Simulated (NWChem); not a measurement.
# Atomisation of Cl3Ga

```
Ga
Cl 1 2.1374
Cl 1 2.1374 2 120.00
Cl 1 2.1374 2 120.00 3 180.00
```
Charge 0, spin multiplicity 1.

Everything below was run with NWChem. The geometry was optimised at B3LYP/def2-SVP, a minimum by its harmonic frequencies.

Basis set: def2-TZVP. The atomisation energy is electronic alone: no zero-point, thermal, spin-orbit or counterpoise terms. No value is extrapolated to the basis-set limit. Free atoms are single determinants with multiplicities Ga 2, Cl 2. Correlated methods freeze the same cores in atoms and molecule, 24 orbitals in all.

```
method  atomisation energy (kcal/mol)  relative cost
------  -----------------------------  -------------
HF                              198.9              1
B3LYP                           246.5        under 3
TPSS                            260.4        under 3
PBE0                            260.9        under 3
PBE                             262.8        under 3
BP86                            257.9        under 3
BLYP                            242.5        under 3
MP2                             272.8              4
```

The values span 73.8 kcal/mol, from HF (lowest) to MP2 (highest). Relative cost: rough, from shared machines, SCF included, HF = 1. Costs are the molecule's.

The Hamiltonian is non-relativistic. B3LYP has NWChem's definition, with VWN1-RPA local correlation. The structure started from a generated list of species. The stability of the SCF solutions was not checked. Open-shell Hartree-Fock references start from PBE0 orbitals; any time given for them includes that run.
